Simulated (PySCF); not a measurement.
## Excitation energy of Nb²⁺ by level of theory

Nb²⁺ [Kr] 4d3 (4F) → Nb²⁺ [Kr] 4d2 5s1 (4F), as a difference of total energies. All numbers are calculated (PySCF 2.14, a scalar-relativistic core potential, in aug-cc-pwCVTZ-PP with ECP28MDF). Correlated levels: valence: 4s2 4p6 frozen; valence and next inner shell: nothing frozen outside the core potential. The calculations carry no spin-orbit coupling.

| method | excitation energy (eV) |
| --- | --- |
| UHF | 3.066 |
| LDA | 2.747 |
| PBE | 2.911 |
| PBE0 | 3.095 |
| r2SCAN | 3.080 |
| PBEsol | 2.905 |
| PW91 | 2.910 |
| LC-wPBE | 3.288 |
| MP2 (valence) | 3.150 |
| SCS-MP2 (valence) | 3.094 |
| MP2 (valence and next inner shell) | 3.016 |
| SCS-MP2 (valence and next inner shell) | 3.035 |

Q: How much does correlation contribute at MP2 (valence and next inner shell)?

A: 3.016 − (3.066) = -0.050 eV, measured against UHF.
